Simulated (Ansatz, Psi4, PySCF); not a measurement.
CrFO₂ (SMILES [O]=[Cr+](=[O])[F]), charge +1, singlet, at a GFN2-xTB geometry (such geometries of metal compounds can be far from the true shape) (the multiplicity is a formal guess). Base run: REVPBE/6-31G* in PySCF.

Here is a job for PySCF.
```python
from pyscf import gto, scf, dft

mol = gto.M(
    atom='''
Cr    0.121426    0.189055    0.164597
O     1.300902   -0.481168   -0.580076
O    -0.535734   -0.807395    1.149547
F    -1.003952    0.641242   -0.945122
''',
    basis='6-31g*',
    charge=1,
    spin=0,
    verbose=4,
)

mf = dft.RKS(mol)
mf.xc = 'revpbe'
mf.kernel()
```

The same geometry, method and basis name were run in Ansatz (a quantum-chemistry and plane-wave program) and Psi4 and PySCF, at each program's defaults and at the settings that a row names. The base is PySCF at its defaults. Differences at the defaults can come from grids, fitting, cores and function types together.

| code and settings | ΔE vs base (mEh) | basis functions | E (Eh) | SCF cycles |
|---|---|---|---|---|
| PySCF, defaults (exact integrals, its default grid, spherical functions) | 0.000 | 76 | -1294.21384 | 15 |
| Psi4, defaults (density fitting with its default set, its default grid, Cartesian functions) | -14.423 | 84 | -1294.22826 | 12 |
| Ansatz, defaults (factorised integrals, its default grid, Cartesian functions) | -7.416 | 81 | -1294.22126 | - |
| PySCF, density fitting with def2-universal-jkfit | -0.067 | 76 | -1294.21391 | 15 |
| PySCF, fine grid | -0.009 | 76 | -1294.21385 | 14 |
| Psi4, exact integrals, spherical functions, fine grid | -0.008 | 76 | -1294.21385 | 16 |
| Ansatz, high accuracy, Cartesian functions as the basis file defines them | -7.416 | 81 | -1294.22126 | - |
